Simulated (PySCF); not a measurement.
**Structure from NMR data**

The spectra below were simulated for a compound C$_{9}$H$_{14}$.

¹H NMR (300 MHz, computed): δ 6.70 (m, 1H), 4.94 (m, 1H), 4.69 (m, 1H), 1.80 (m, 2H), 1.61 (m, 2H), 1.14 (m, 2H), 1.02 (m, 2H), 0.92 (m, 2H), 0.61 (m, 1H).

¹³C{¹H} NMR (computed): δ 151.2, 112.3, 29.5, 26.7, 26.2, 23.5.

- σ from GIAO-PBE0/pcSseg-1
- geometry from PBE0-D3(BJ)/def2-SVP
- code: PySCF
- averaged over atoms made equivalent by symmetry, fast rotation or ring inversion, no solvent, non-relativistic, one conformer

References, each an isolated molecule treated in the same way: TMS for ¹H, ¹³C.

What is the structure?

Results:


1. The formula gives 3 degrees of unsaturation (2 rings in the answer).
2. 6 carbon signals for 9 carbons: some carbons are equivalent by symmetry or fast rotation.
3. Carbon types of the structure: 4 × CH, 5 × CH2, which accounts for all hydrogens.
4. δC 151.2: alkene CH; an sp2 carbon of a C=C bond.
5. δC 112.3: terminal =CH2 carbon; the olefinic region.
6. δC 29.5, 26.7: three-membered-ring carbon; carbons of three-membered rings are unusually shielded.
7. δH 6.70: hydrogen on an alkene CH; attached to an sp2 carbon and in the plane of the double bond.
8. δH 4.94, 4.69: hydrogen on a terminal =CH2 carbon; olefinic region.
9. δH 1.80, 1.61, 1.14, 1.02: hydrogen on an sp3 CH2 in a ring; far from electronegative atoms and π systems.
10. δH 0.92, 0.61: hydrogen on a three-membered-ring carbon; cyclopropane-type protons are shielded by the ring.

Structure: SMILES [C@H]12[C@H](C=C)[C@H]1CCCC2.

The data come from this structure; uniqueness wasn't tested.

Shifts are as computed. Against solution values, carbons near 30 ppm lie about +2 ppm off and those near 130 ppm about +5 ppm. Of 1211 compounds with measured shifts, 218 miss one by over three times the rms of a fit or turn the order of signals round; such compounds aren't used in these exercises. No couplings were computed; multiplicities are counted from neighbouring protons, with m where these are inequivalent, close in shift, in a saturated or five-membered ring or joined by F or P, and br s for small geminal =CH2 splittings.
